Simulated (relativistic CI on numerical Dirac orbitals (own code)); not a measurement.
# Hyperfine structure of Pb I, mass number 207

Calculated at this level of theory: Dirac-Coulomb-Breit CI, separate exchange-only KLI orbitals for each configuration, model QED, valence Slater integrals scaled by 0.85, P86 correlation energy added to each configuration (own radial code, finite nucleus).

Configurations in the expansion (outside the closed core [Xe] 4f14 5d10): 6s2 6p2, 6s2 6p 7s, 6s2 6p 7p, 6s2 6p 6d, 6s2 6p 8s, 6s2 6p 7d, 6s 6p3, 6s2 6p 8p, 6s2 6p 5f, 6s2 6d2, 6s2 6p 8d, 6s2 6p 6f, 6s2 6p 5g, 6s2 6p 7f, 6s2 6p 8f. Levels of other configurations are missing.

Nuclear spin I = 1/2, μ = 0.5906 μN (tables of Stone and Pyykkö). The electronic factors are computed for point nuclear moments, without core polarisation; leaving it out makes A of s and p electrons in near-neutral atoms 20 to 40 % too small, and it can dominate for d and f shells.

| Level | E (eV) | A (MHz) |
| --- | --- | --- |
| 6s2 6p2 3P_1 | 0.9273 | -1721 |
| 6s2 6p2 3P_2 | 1.3379 | 2945 |
| 6s2 6p2 1D_2 | 2.7425 | 1029 |
| 6s2 6p 7s 3P°_1 | 4.4362 | 8498 |
| 6s2 6p 7p 3D_1 | 5.3588 | 6630 |
| 6s2 6p 7p 3D_2 | 5.5621 | 3175 |
| 6s2 6p 6d 3F°_2 | 5.6852 | 2897 |

Levels with J = 0, under 50 % of one LS term, or S terms without an open s electron are left out. Small factors come from cancelling terms and can be off by tens of per cent or more.

Correlation outside the listed configurations is missing or only estimated: errors of thousands of cm⁻¹ between configurations and terms are usual at this charge. Rates and lifetimes follow the computed energies and can be off by large factors. The fine structure of a lone outer electron comes out too small, for d and f at times inverted, and misplaced configurations move strength between like terms. 16 of the 21 excited levels that our extract of the measured tables holds in this range could be paired (the sources list more); they are missed by 616 cm⁻¹ on average and 1268 at most, and levels without a partner can miss by more.

Task: Give the hyperfine levels of 6s2 6p2 3P_1 relative to its centre of gravity.

Result: With K = F(F + 1) − I(I + 1) − J(J + 1), E = AK/2: F = 1/2: 1721, F = 3/2: -860.7 MHz.

LS names give the leading component of a level, which can be under half, so a name can repeat, a term be missing and a line seem to break the LS rules.
